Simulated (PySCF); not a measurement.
## Bond curve of BePb⁻

Set-up: basis Be aug-cc-pVDZ, Pb aug-cc-pVDZ-PP with ECP60; scalar-relativistic core potentials; PySCF 2.14. Energies in eV from Be + Pb⁻ in their ground configurations at the same level. State: ⁴Σ⁻ (quartet), unpaired electrons σ ↑, π ↑↑.

```csv
R (Å),PBE,r²SCAN,UHF-MP2
2.159,-0.985,-0.979,-0.5538
2.259,-1.224,-1.219,-0.8011
2.359,-1.355,-1.349,-0.9321
2.435,-1.402,-1.395,-0.9748
2.510,-1.416,-1.407,-0.9829
2.585,-1.406,-1.394,-0.9665
2.686,-1.366,-1.351,-0.9203
2.811,-1.289,-1.270,-0.8420
2.962,-1.176,-1.154,-0.7381
3.163,-1.019,-0.994,-0.6041
```

Task: Put a parabola through the three lowest points of the PBE curve and estimate Re, k and ωe (reduced mass 8.638 u; 1 eV/Å² = 0.16022 mdyn/Å; ωe = 1302.8·√(k/μ) cm⁻¹).

Result: Through R = 2.435, 2.51, 2.585 Å the second-order coefficient is 2.13 eV/Å², so Re ≈ 2.516 Å, k ≈ 0.684 mdyn/Å and ωe ≈ 366 cm⁻¹. A polynomial fit of higher order to the unrounded PBE energies gives Re = 2.513 Å, k = 0.677 mdyn/Å, ωe = 365 cm⁻¹; anharmonicity and rounding make the difference.

The higher-order fit for each curve: PBE: Re = 2.513 Å, ωe = 365 cm⁻¹, De = 1.42 eV; r²SCAN: Re = 2.506 Å, ωe = 371 cm⁻¹, De = 1.41 eV; UHF-MP2: Re = 2.493 Å, ωe = 382 cm⁻¹, De = 0.98 eV.

Correlated steps freeze 4 core orbitals. Correlated levels converge slowly with the basis: in double zeta they bind strong bonds too weakly, by up to about 1 eV, and carry superposition errors of some tenths. Spin–orbit coupling is left out, which matters for elements this heavy, above all for dissociation energies. For an ion De counts to the pair picked by the measured ionisation energies or electron affinities, which need not be the lowest pair at this level. The highest Kohn–Sham level is positive in this anion. Much of that is self-interaction error, but it also means that the finite basis helps to hold the extra electron. The state is the lowest determinant that a PBE0 search found; another state may lie lower at other levels.
